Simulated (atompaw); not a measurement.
# nickel (Ni): from the effect back to the setting (PAW (atompaw))

Base potential:

atompaw 4.2.0.5 input, output lines left out:

```
Ni 28
GGA-PBE scalarrelativistic loggrid 1500 logderivrange -3 5 201
4 4 3 0 0 0
4 1 0
3 2 8
0 0 0
c
c
c
v
c
c
v
v
2
3.00 2.85 2.45 2.10
y
4.45
n
y
0.6
n
y
1.4
n
custom polynom gramschmidtortho sinc
bessel
3.00
1.70
3.00
3.00
1.10
1.10
```

Cutoffs, loose and tight: the cutoffs (Ry, on a coarse ladder) from which the occupation-weighted sum of valence levels, in a spherical-Bessel basis at the reference potential, stays within 10 and 1 mRy of its value at 400 Ry. They see the waves, projectors and local potential, not the compensation charge or the core.

Only the scale of all radii (base = 1) is moved:

```
scale of all radii (base = 1)  cutoff, loose  cutoff, tight  bound ghosts
                         0.76         200 Ry    over 300 Ry          none
                         0.83         180 Ry         300 Ry          none
                          0.9         160 Ry         260 Ry          none
                         0.97         140 Ry         230 Ry          none
                         1.05         110 Ry         180 Ry          none
                         1.21          90 Ry         140 Ry          none
                         1.27          80 Ry         120 Ry          none
```

Q: One more run gave cutoff, loose: 100 Ry; cutoff, tight: 160 Ry; bound ghosts: none. Which value of the scale of all radii (base = 1) was used?

A: 1.13. The loose cutoff moves one way along this sweep, from 200 Ry at 0.76 to 80 Ry at 1.27, which places the run between 1.05 and 1.21.
